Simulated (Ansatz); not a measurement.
Computed with Ansatz on PBE0-D4/def2-TZVP structures; ΔE is electronic, products minus reactants. CCSD(T)/CBS adds triple-zeta CCSD(T) − MP2 to the extrapolated MP2 energy (def2 sets, frozen cores). This one scheme is used for every species. Functionals use def2-TZVPP. B3LYP here is the variant with VWN-RPA as its local correlation; programs differ in this. HSE06 is defined as in plane-wave codes. def2 core potentials past Kr. For Zr outer-core shells are correlated without core-valence functions, which leaves a few kJ/mol of doubt a bond. Each species was taken in one conformer, which may not be the lowest.

`[OH][Zr]12345678([Cl])([C@H]9[C@@H]1[C@@H]2[C@@H]3[C@H]94)[C@H]1[C@@H]5[C@@H]6[C@@H]7[C@H]18` + H–F → `[OH][Zr]12345678([F])([C@H]9[C@@H]1[C@@H]2[C@@H]3[C@H]94)[C@H]1[C@@H]5[C@@H]6[C@@H]7[C@H]18` + HCl  (ligand exchange at a Zr–Cl bond)

`[OH][Zr]12345678([Cl])([C@H]9[C@@H]1[C@@H]2[C@@H]3[C@H]94)[C@H]1[C@@H]5[C@@H]6[C@@H]7[C@H]18`:

```xyz
24

O     0.622    0.286   -2.260
Zr   -0.153    0.380   -0.446
Cl   -1.731    2.217   -0.721
C    -1.059   -1.882   -1.184
C    -2.181   -1.059   -0.989
C    -2.264   -0.755    0.391
C    -1.188   -1.379    1.040
C    -0.423   -2.063    0.061
C     1.669    0.053    1.259
C     0.840    1.083    1.766
C     0.981    2.203    0.923
C     1.878    1.866   -0.109
C     2.309    0.540    0.103
H     0.191   -0.115   -3.015
H    -0.715   -2.282   -2.126
H    -2.852   -0.697   -1.753
H    -3.006   -0.121    0.850
H    -0.973   -1.339    2.097
H     0.467   -2.648    0.239
H     1.799   -0.927    1.692
H     0.214    1.025    2.644
H     0.454    3.139    1.023
H     2.148    2.492   -0.945
H     2.974   -0.017   -0.540
```

H–F:

Cartesian coordinates in Å:
```
F -0.043 0.376 -0.261
H 0.043 -0.376 0.261
```

`[OH][Zr]12345678([F])([C@H]9[C@@H]1[C@@H]2[C@@H]3[C@H]94)[C@H]1[C@@H]5[C@@H]6[C@@H]7[C@H]18`:

```xyz
24

O    -1.017   -1.927    0.953
Zr    0.179   -0.449    0.400
F     1.839   -0.883    1.324
C    -1.491    1.442    0.618
C    -0.212    2.053    0.570
C     0.484    1.693    1.736
C    -0.359    0.863    2.510
C    -1.581    0.727    1.828
C     1.778   -1.004   -1.515
C     0.721   -1.926   -1.611
C    -0.453   -1.212   -1.947
C    -0.121    0.150   -2.040
C     1.262    0.282   -1.758
H    -1.094   -2.779    0.524
H    -2.267    1.527   -0.128
H     0.160    2.685   -0.223
H     1.501    1.962    1.980
H    -0.095    0.388    3.443
H    -2.411    0.111    2.137
H     2.792   -1.234   -1.225
H     0.796   -2.992   -1.450
H    -1.438   -1.634   -2.085
H    -0.798    0.953   -2.287
H     1.825    1.204   -1.750
```

HCl:

Z-matrix (Å, degrees):
```
Cl
H 1 1.279
```

Question: Is it downhill or uphill in electronic energy at CCSD(T)/CBS, and by how much? (Estimate.)

Answer: Ansatz gave: Uphill: ΔE = +0.09 eV.

Question: What do these levels give: LDA (SPW92), B97M-V, B3LYP-D4, HSE06-D4, PBE, revPBE, RPA@PBE/def2-TZVPP, MP2/def2-SVP, HF/def2-TZVPP, HF/def2-QZVPP, HF/CBS(def2), CCSD/CBS(def2)? (Best estimate.)

Answer: The calculation gave: LDA (SPW92) -0.04, B97M-V -0.08, B3LYP-D4 -0.06, HSE06-D4 0.05, PBE -0.12, revPBE -0.15, RPA@PBE/def2-TZVPP 0.00, MP2/def2-SVP 0.01, HF/def2-TZVPP -0.08, HF/def2-QZVPP -0.09, HF/CBS(def2) -0.09, CCSD/CBS(def2) 0.05 eV.

Largest T1 diagnostic among the species: 0.013.

From BLYP to BHLYP (50 % exact exchange), in def2-TZVPP and without D4, ΔE moves by +0.15 eV. Leaving LDA and LC-ωPBE aside and taking each functional with its dispersion term where it has one, the values, not all of them listed here, spread over 0.24 eV, from CAM-B3LYP-D4 to PBE-QIDH. LDA lies +0.08 eV from PBE without D4. The D4 term adds +0.12 eV with B3LYP and +0.07 eV with PBE0; it sums over pairs of atoms, weighted by their polarisabilities, and B3LYP, whose exchange is more repulsive, gets the larger term.
